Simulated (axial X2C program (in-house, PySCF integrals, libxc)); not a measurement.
Potential curves of SiBi, with spin–orbit coupling

Computed with an in-house all-electron X2C program for linear molecules (integrals from PySCF). Two-component (2c) means X2C with spin–orbit coupling and atomic mean-field two-electron Coulomb and Gaunt terms. Basis: Bi dyall-cv3z [12s14p10d6f1g], Si dyall-v3z [8s7p2d1f] (cores contracted in-house); Gaussian nuclei, density fitting, unrestricted open shells. Masses: Bi 208.980 u, Si 27.977 u.

State: Ω = 3/2 (⟨Sz⟩ = 0.54, ⟨Lz⟩ = 0.96 at PBE0). Energies in eV from the fragments at the same level (Bi + Si). Fits are polynomials in 1 − R0/R over 0.85 to 1.23 times the lowest point R0.

```
 R (Å)     PBE0
2.1620  -1.5672
2.2613  -2.0848
2.3359  -2.3025
2.4104  -2.4105
2.4850  -2.4356
2.5720  -2.3886
2.6589  -2.2842
2.7708  -2.0982
2.9074  -1.8320
3.1062  -1.4312
3.3796  -0.9301
3.7275  -0.4415
```

Occupations by symmetry block were frozen at the best pattern of an incomplete PBE0 search. Dissociation energies refer to the lowest single-determinant-based atoms at the same level and basis. Density functionals use the spin component along the axis (collinear). In 2c an atomic determinant is not the ground J level, so De misses part of the atomic spin–orbit lowering. This holds for PBE0. PBE0 can misorder states that lie within some tenths of an eV, so this need not be the ground state of the molecule. The nearest other 2c determinant of the search, Ω = 1/2, lies 0.24 eV up at the distance of the search. Without a current term, density functionals place determinants with orbital angular momentum somewhat too high. The determinant is spin-polarised beyond a pure state at some levels (its spin-free form has ⟨S²⟩ too high), which makes Re and μ there less reliable.

Task: What are Re, ωe and De at the PBE0 level?

Result: At PBE0, 2c: Re = 2.474 Å, ωe ≈ 356 cm⁻¹, De = 2.44 eV to Bi + Si; Be follows as 0.112 cm⁻¹.
